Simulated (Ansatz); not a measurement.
Gas-phase electronic energies from Ansatz, PBE0-D4/def2-TZVP geometries. CCSD(T)/CBS is the MP2 limit (def2-TZVPP, def2-QZVPP) plus CCSD(T) − MP2 in def2-TZVPP, frozen cores. Double bonds are as drawn, so ΔE can hold a change between cis and trans. Functionals use def2-TZVPP. B3LYP here is the variant with VWN-RPA as its local correlation; programs differ in this. Each species was taken in one conformer, which may not be the lowest.

`[SiH3]/C=C(\[SiH3])Cl` + `N=CCF` → `FC/C=N\[SiH3]` + `[SiH3]/C=C/Cl`  (ligand exchange at the Si–C bond)

```csv
level,ΔE (eV)
B3LYP-D4,-0.35
ωB97M-V,-0.34
r2SCAN,-0.36
CCSD(T)/def2-TZVPP,-0.31
```

Problem. What does CCSD(T)/CBS give? (Best estimate.)

Solution. The calculation gave: -0.31 eV. The listed levels differ from it by -0.04, -0.03, -0.05, 0.00 eV.

Largest T1 diagnostic among the species: 0.013.

The D4 term adds +0.06 eV with B3LYP and +0.03 eV with PBE0; it sums over pairs of atoms, weighted by their polarisabilities, and B3LYP, whose exchange is more repulsive, gets the larger term. In def2-TZVPP, CCSD(T) changes the Hartree–Fock value by +0.19 eV (the triples alone add +0.03 eV) and MP2 by +0.16 eV.
